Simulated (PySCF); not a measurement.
**Bonding in `C=C[SiH2][Si@H](CCl)[SiH2][SiH3]`**

Compound: C3H13ClSi4.
SMILES with atom numbers: `[CH2:1]=[CH:2][SiH2:3][Si@H:4]([CH2:5][Cl:6])[SiH2:7][SiH3:8]` (hydrogens: H9, H10 on C1; H11 on C2; H12, H13 on Si3; H14 on Si4; H15, H16 on C5; H17, H18 on Si7; H19, H20, H21 on Si8)

Geometry (GFN2-xTB, Å), atoms numbered from 1 in this order:
```
atom  x, y, z in Å
C1    -2.4777    0.1651    2.2170
C2    -2.7565   -0.7966    1.3521
Si3   -2.0766   -0.9065   -0.4024
Si4   -0.3674    0.6510   -0.6835
C5     0.3819    0.2898   -2.4183
Cl6    1.7010    1.4512   -2.7392
Si7    1.4310    0.7283    0.8088
Si8    3.4035   -0.3149    0.1757
H9    -2.8969    0.1933    3.2120
H10   -1.8085    0.9761    1.9715
H11   -3.4364   -1.5797    1.6663
H12   -3.2382   -0.7780   -1.2996
H13   -1.6132   -2.2939   -0.5870
H14   -0.9591    1.9909   -0.8862
H15   -0.3342    0.4057   -3.2273
H16    0.8207   -0.7027   -2.4937
H17    1.6869    2.1305    1.1800
H18    0.9307    0.1452    2.0700
H19    3.7631   -1.3910    1.1043
H20    4.5444    0.5993    0.1206
H21    3.2925   -0.9463   -1.1416
```

Bond orders from the PBE0/pcSseg-1 density (PySCF). One conformer (not necessarily the lowest) at the GFN2-xTB geometry, without solvent, vibrations or thermal averaging. GFN2-xTB frequencies show an imaginary mode (45i cm⁻¹), so this geometry is no minimum at that level.

Question: Where do the orders between heavy atoms depart from those drawn in the SMILES?

Answer: The largest departure is 0.157, at Si4–C5 (drawn single, 0.843). Drawn single, order below 0.88: Si4–C5 (0.843) and Si4–Si7 (0.855).

Question: Set the Mayer orders of the bonds beside their lengths.

Answer: 
| bond | drawn as | length (Å) | Mayer order |
| --- | --- | --- | --- |
| C1–C2 | double | 1.323 | 1.994 |
| C2–Si3 | single | 1.885 | 0.898 |
| Si3–Si4 | single | 2.329 | 0.885 |
| Si4–C5 | single | 1.924 | 0.843 |
| C5–Cl6 | single | 1.787 | 0.958 |
| Si4–Si7 | single | 2.338 | 0.855 |
| Si7–Si8 | single | 2.319 | 0.880 |
| C1–H9 | single | 1.080 | 0.953 |
| C1–H10 | single | 1.080 | 0.942 |
| C2–H11 | single | 1.084 | 0.939 |
| Si3–H12 | single | 1.473 | 0.929 |
| Si3–H13 | single | 1.474 | 0.925 |
| Si4–H14 | single | 1.479 | 0.936 |
| C5–H15 | single | 1.087 | 0.939 |
| C5–H16 | single | 1.088 | 0.932 |
| Si7–H17 | single | 1.473 | 0.933 |
| Si7–H18 | single | 1.477 | 0.931 |
| Si8–H19 | single | 1.466 | 0.931 |
| Si8–H20 | single | 1.463 | 0.941 |
| Si8–H21 | single | 1.465 | 0.937 |

Bonds between the same two heavy elements. C–Si: lowest Si4–C5 (0.843, 1.924 Å), highest C2–Si3 (0.898, 1.885 Å). Si–Si: lowest Si4–Si7 (0.855, 2.338 Å), highest Si3–Si4 (0.885, 2.329 Å).

Question: Sum the orders of all bonds at each heavy atom with more than one neighbour and set the sums beside the valence in the SMILES.

Answer: C1 3.889 (drawn 4), C2 3.831 (drawn 4), Si3 3.637 (drawn 4), Si4 3.519 (drawn 4), C5 3.672 (drawn 4), Si7 3.599 (drawn 4), Si8 3.689 (drawn 4). Orders between atoms that aren't bonded are not in these sums.

The Mayer order sums products of elements of PS (density times overlap matrix) between the two atoms' basis functions, so it depends on the basis set.
